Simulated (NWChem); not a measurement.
The numbers come from NWChem runs, not from measurements. System: HNaO, charge 0, spin multiplicity 1, at a geometry optimised with B3LYP/def2-SVP. The structure started from a generated list of species. Level: MP2/def2-TZVP, 2 core orbitals frozen.

NWChem printed:

```
             Northwest Computational Chemistry Package (NWChem) 7.3.0
             --------------------------------------------------------

                                NWChem Input Module
                                -------------------

 Scaling coordinates for geometry "geometry" by  1.889725989
 (inverse scale =  0.529177249)

 Turning off AUTOSYM since
 SYMMETRY directive was detected!

                             Geometry "geometry" -> ""
                             -------------------------

 Output coordinates in angstroms (scale by  1.889725989 to convert to a.u.)

  No.       Tag          Charge          X              Y              Z
 ---- ---------------- ---------- -------------- -------------- --------------
    1 Na                  11.0000     0.42467100    -0.80425900     0.00000000
    2 O                    8.0000    -0.44252200     0.90852100     0.00000000
    3 H                    1.0000    -1.13121200     1.57868200     0.00000000

 Effective nuclear repulsion energy (a.u.)      30.7073249509

            Nuclear Dipole moment (a.u.)
            ----------------------------
        X                 Y               Z
 ---------------- ---------------- ----------------
    -0.0000132281     0.0000018897     0.0000000000

      Symmetry information
      --------------------

 Group name             Cs
 Group number              2
 Group order               2
 No. of unique centers     3

      Symmetry unique atoms

     1    2    3


 Summary of "ao basis" -> "" (spherical)
 ------------------------------------------------------------------------------
       Tag                 Description            Shells   Functions and Types
 ---------------- ------------------------------  ------  ---------------------
 *                         def2-tzvp                  on all atoms

 Summary of "ao basis" -> "ao basis" (spherical)
 ------------------------------------------------------------------------------
       Tag                 Description            Shells   Functions and Types
 ---------------- ------------------------------  ------  ---------------------
 Na                        def2-tzvp                12       32   5s4p3d
 O                         def2-tzvp                11       31   5s3p2d1f
 H                         def2-tzvp                 4        6   3s1p

                                 NWChem SCF Module
                                 -----------------
[...]
  --------------------------------------

    Atom       Charge   Shell Charges
 -----------   ------   -------------------------------------------------------
    1 Na  11    10.19   2.00  0.67  1.33  0.04 -0.00  5.08  0.91  0.04  0.06  0.00  0.02  0.05
    2 O    8     9.09   0.79  1.18  0.56  0.91  0.42  1.84  2.01  1.36  0.00  0.01  0.00
    3 H    1     0.71   0.25  0.35  0.06  0.05

       Multipole analysis of the density wrt the origin
       ------------------------------------------------

     L   x y z        total         open         nuclear
     -   - - -        -----         ----         -------
     0   0 0 0     -0.000000      0.000000     20.000000

     1   1 0 0      1.023888      0.000000     -0.000013
     1   0 1 0     -2.392015      0.000000      0.000002
     1   0 0 1      0.000000      0.000000      0.000000

     2   2 0 0     -7.098724      0.000000     17.248406
     2   1 1 0     -2.299446      0.000000    -31.279483
     2   1 0 1      0.000000      0.000000      0.000000
     2   0 2 0     -6.252301      0.000000     57.889374
     2   0 1 1     -0.000000      0.000000      0.000000
     2   0 0 2     -8.974641      0.000000      0.000000

                   NWChem MP2 Semi-direct Energy/Gradient Module
                   ---------------------------------------------

  Basis functions       =     69
  Molecular orbitals    =     69
  Frozen core           =      2
  Frozen virtuals       =      0
  Active alpha occupied =      8
  Active beta occupied  =      8
  Active alpha virtual  =     59
  Active beta virtual   =     59
  Use MO symmetry       = T
  Use skeleton AO sym   = T

  AO/Fock/Back tols     =   1.0D-09  1.0D-09  1.0D-09

 GA uses MA = F    GA memory limited = T

 Available:
  local mem=  1.26D+08
 global mem=  1.44D+08
 local disk=  0.00D+00
  mp2_memr nvloc                    59
  nvloc new                    59
   1 passes of   8:        4194304                      33303                   3859738.
   1 passes of   8: M    126151574           G      144169678           F     121957270.

 Semi-direct pass number   1 of   1  for RHF alpha+beta  at        0.4s
  vrange nnbf                  2400
  mp2_eaftype                    14  avail_ma_in_mb                  1099
 EAF : mp2_eaftype filesize          14    1929869.
  mp2_eaf for mointskh                     14
Node 0 wrote      9.1 Mb in      0.0 s     Agg I/O rate:  4221.4 Mb/s
 Done moints_semi at        1.0s
  mp2_eaftype                    14  avail_ma_in_mb                  1085
 EAF : mp2_eaftype filesize          14    1929869.
  mp2_eaf for kh                    14
 Done maket at        1.0s
 Done multipass loop at        1.0s

          -------------------------------------------
          SCF energy                -237.331988730407
          Correlation energy          -0.428835337230
          Singlet pairs               -0.258471302082
          Triplet pairs               -0.170364035149
          Total MP2 energy          -237.760824067637
          -------------------------------------------

          ---------------------------------------------------
                    Spin Component Scaled (SCS) MP2
          Same spin pairs                     -0.113576023432
          Same spin scaling factor             0.333333333333
          Opposite spin pairs                 -0.315259313798
          Opposite spin scaling fact.          1.200000000000
          SCS-MP2 correlation energy          -0.416169851035
          Total SCS-MP2 energy              -237.748158581442
          ---------------------------------------------------

 -----------------------
 Performance information
 -----------------------

 Timer overhead =  1.42D-07 seconds/call

               Nr. of calls         CPU time (s)                 Wall time (s)                GFlops
             ---------------    -------------------     ------------------------------   -------------------
Name         Min   Avg   Max    Min     Avg     Max     Min     Avg     Max   Mx/calls   Min     Max     Sum
mp2: moin     1     1     1   0.52    0.52    0.52     0.52    0.52    0.52    0.52      0.0     0.0     0.0
mp2: make     1     1     1   3.51E-2 3.51E-2 3.51E-2  3.51E-2 3.51E-2 3.51E-2 3.51E-2   0.0     0.0     0.0
mp2: tota     1     1     1   0.58    0.58    0.58     0.58    0.58    0.58    0.58      0.0     0.0     0.0

 The average no. of pstat calls per process was 3.00D+00
 with a timing overhead of 4.26D-07s

 Task  times  cpu:        1.0s     wall:        1.0s

 Total times  cpu:        1.0s     wall:        1.0s
```

### Question
Write an NWChem input that would produce this output.

### Answer
One answer among several that fit: 
```
start mol
memory heap 200 mb stack 900 mb global 1100 mb
geometry units angstroms nocenter noautoz
  Na     0.424671    -0.804259     0.000000
  O     -0.442522     0.908521     0.000000
  H     -1.131212     1.578682     0.000000
  symmetry group Cs
end
basis spherical
  * library def2-tzvp
end
scf
  rhf
  nopen 0
  maxiter 100
  thresh 1e-7
  semidirect memsize 60000000 filesize 0
end
mp2
  freeze core 2
end
task mp2 energy
```
